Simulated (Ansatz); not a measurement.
The same path of ClGaH5NOS (10 atoms, charge 0, multiplicity 1) was run twice with different band settings. Lost on the way: S8–H10. Made: N2–H10.

These are results of Ansatz 0.2.0, RKS PBE0/def2-SVP, not measurements.

Relaxed end points:

```xyz
10
Properties=species:S:1:pos:R:3
Ga -0.018 -0.207 0.401
N 0.032 0.022 2.231
H -0.848 0.349 2.624
H 0.774 0.627 2.575
Cl 1.494 0.660 -0.890
O -1.622 -0.597 -0.309
H -1.679 -0.398 -1.248
S 0.733 -2.739 0.589
H -0.569 -3.039 0.373
H 0.522 -2.451 1.897
```

```xyz
10
Properties=species:S:1:pos:R:3
Ga 0.134 -0.773 0.133
N 0.091 -0.279 2.148
H -0.861 0.034 2.350
H 0.738 0.489 2.328
Cl 1.634 0.673 -0.534
O -1.604 -0.321 -0.067
H -1.899 -0.276 -0.981
S 0.764 -2.906 -0.014
H -0.504 -3.354 0.121
H 0.327 -1.061 2.759
```

Common settings: spring 5.0 eV/Å²; optimiser quadratic models (default); start path through a guess of the saddle point; force threshold 0.03 eV/Å; iteration limit 60; end points relaxed.

| run | movable images | climbing image |
| --- | --- | --- |
| 1 | 7 | yes |
| 2 | 6 | no |

What does each run give, and how far can it be trusted?

Run 1: converged after 16 iterations, highest image 0.024 eV above the first end. A vibrational analysis at the climbing image gives one clearly imaginary mode, 253i cm⁻¹: a first-order saddle point.
Run 2: converged after 20 iterations, highest image 0.020 eV above the first end. No image climbed, so the highest image needn't sit at the top of the path.
The orbitals stay closed-shell, which can raise the energy where a bond breaks towards radicals; this wasn't checked here.
